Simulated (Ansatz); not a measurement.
Calculated with Ansatz (gas phase, PBE0-D4/def2-TZVP geometries, no zero-point term in ΔE). CBS: MP2 limit from def2 TZ/QZ plus the TZ coupled-cluster correction, frozen cores. Functionals use def2-TZVPP. B3LYP here is the variant with VWN-RPA as its local correlation; programs differ in this. Each species was taken in one conformer, which may not be the lowest.

Reaction (ligand exchange at the Si–S bond): `CCS[Si](O)(O)O` + `CNC` → `CN(C)[Si](O)(O)O` + `CCS`

`CCS[Si](O)(O)O`:

Z-matrix (Å, degrees):
```
C
C 1 1.513
H 1 1.094 2 110.1
H 1 1.092 2 110.9 3 -119.7
H 1 1.090 2 110.7 3 120.0
S 2 1.831 1 113.1 3 177.4
H 2 1.092 1 111.3 3 59.8
H 2 1.091 1 111.6 3 -59.8
Si 6 2.109 2 100.8 1 90.0
O 9 1.635 6 106.6 2 -171.9
O 9 1.634 6 108.5 2 -47.6
O 9 1.635 6 115.3 2 69.6
H 10 0.959 9 117.1 6 50.3
H 11 0.960 9 115.6 6 153.9
H 12 0.959 9 116.8 6 66.7
```

`CNC`:

Z-matrix (Å, degrees):
```
C
N 1 1.445
H 1 1.094 2 109.4
H 1 1.092 2 110.0 3 117.9
H 1 1.104 2 114.0 3 -120.2
C 2 1.445 1 112.8 3 65.3
H 2 1.011 1 109.8 3 -171.9
H 6 1.104 2 114.0 1 54.9
H 6 1.094 2 109.4 1 -65.3
H 6 1.092 2 110.0 1 176.8
```

`CN(C)[Si](O)(O)O`:

Z-matrix (Å, degrees):
```
C
N 1 1.442
H 1 1.089 2 110.4
H 1 1.100 2 111.7 3 120.9
H 1 1.098 2 110.8 3 -119.6
C 2 1.444 1 113.8 3 178.5
Si 2 1.700 1 125.0 3 -8.9
H 6 1.099 2 111.8 1 60.8
H 6 1.098 2 111.0 1 -59.2
H 6 1.092 2 110.7 1 -178.8
O 7 1.636 2 111.7 1 144.7
O 7 1.641 2 104.6 1 21.9
O 7 1.641 2 115.8 1 -100.5
H 11 0.958 7 115.4 2 -64.0
H 12 0.958 7 115.5 2 -160.1
H 13 0.957 7 115.8 2 36.0
```

`CCS`:

```xyz
9

C     0.107    0.957   -0.013
C     0.332   -0.499    0.334
S    -0.294   -1.662   -0.909
H     0.553    1.203   -0.978
H     0.548    1.606    0.750
H    -0.960    1.186   -0.070
H     1.400   -0.724    0.392
H    -0.098   -0.751    1.305
H    -1.588   -1.316   -0.812
```

```json
{"level": "PBE-D4", "ΔE (kJ/mol)": "8.3", "difference from CCSD(T)/CBS": "10.0"}
{"level": "B3LYP-D4", "ΔE (kJ/mol)": "-1.0", "difference from CCSD(T)/CBS": "0.7"}
{"level": "ωB97X-V", "ΔE (kJ/mol)": "-0.9", "difference from CCSD(T)/CBS": "0.8"}
{"level": "ωB97M-V", "ΔE (kJ/mol)": "-2.0", "difference from CCSD(T)/CBS": "-0.3"}
{"level": "B2PLYP", "ΔE (kJ/mol)": "-2.3", "difference from CCSD(T)/CBS": "-0.6"}
{"level": "PBE", "ΔE (kJ/mol)": "8.1", "difference from CCSD(T)/CBS": "9.8"}
{"level": "PBE0", "ΔE (kJ/mol)": "4.6", "difference from CCSD(T)/CBS": "6.3"}
{"level": "B3LYP", "ΔE (kJ/mol)": "-1.6", "difference from CCSD(T)/CBS": "0.1"}
{"level": "HF/def2-TZVPP", "ΔE (kJ/mol)": "-7.0", "difference from CCSD(T)/CBS": "-5.3"}
{"level": "MP2/def2-TZVPP", "ΔE (kJ/mol)": "-2.6", "difference from CCSD(T)/CBS": "-0.9"}
{"level": "CCSD/def2-TZVPP", "ΔE (kJ/mol)": "-7.0", "difference from CCSD(T)/CBS": "-5.3"}
{"level": "CCSD(T)/def2-TZVPP", "ΔE (kJ/mol)": "-5.0", "difference from CCSD(T)/CBS": "-3.3"}
{"level": "HF/def2-QZVPP", "ΔE (kJ/mol)": "-8.2", "difference from CCSD(T)/CBS": "-6.5"}
{"level": "MP2/def2-QZVPP", "ΔE (kJ/mol)": "-1.0", "difference from CCSD(T)/CBS": "0.7"}
{"level": "HF/CBS(def2)", "ΔE (kJ/mol)": "-8.3", "difference from CCSD(T)/CBS": "-6.6"}
{"level": "CCSD/CBS(def2)", "ΔE (kJ/mol)": "-3.7", "difference from CCSD(T)/CBS": "-2.0"}
{"level": "CCSD(T)/CBS", "ΔE (kJ/mol)": "-1.7", "difference from CCSD(T)/CBS": "0"}
```

Largest T1 diagnostic among the species: 0.011.

From PBE to PBE0 (25 % exact exchange), in def2-TZVPP and without D4, ΔE moves by −3.5 kJ/mol.
